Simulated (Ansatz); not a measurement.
Basis-set series for C2H7ClSi2, SMILES `C=C[SiH2][SiH2]Cl`. Total charge 0; spin multiplicity 1. The structure was optimised at the PBE0-D4/def2-TZVP level. It is one conformer, not always the lowest.

```tsv
functional	basis	functions	energy (Eh)	HOMO (eV)	LUMO (eV)
PBE0-D4	def2-TZVPP	286	-1119.20585	-7.67	-0.85
PBE0-D4	def2-QZVPP	534	-1119.24334	-7.69	-0.90
ωB97M-V	def2-TZVPP	286	-1119.57702	-9.72	1.11
ωB97M-V	def2-QZVPP	534	-1119.61248	-9.74	0.94
```

(1) Give the rows for def2-SVP. (Estimate.)

Results:

(1) Computed: 
```
functional     basis  functions  energy (Eh)  HOMO (eV)  LUMO (eV)
   PBE0-D4  def2-SVP        117  -1118.75460      -7.63      -0.67
   ωB97M-V  def2-SVP        117  -1119.12055      -9.65       1.42
```

Positive LUMOs are unbound and depend on the basis.
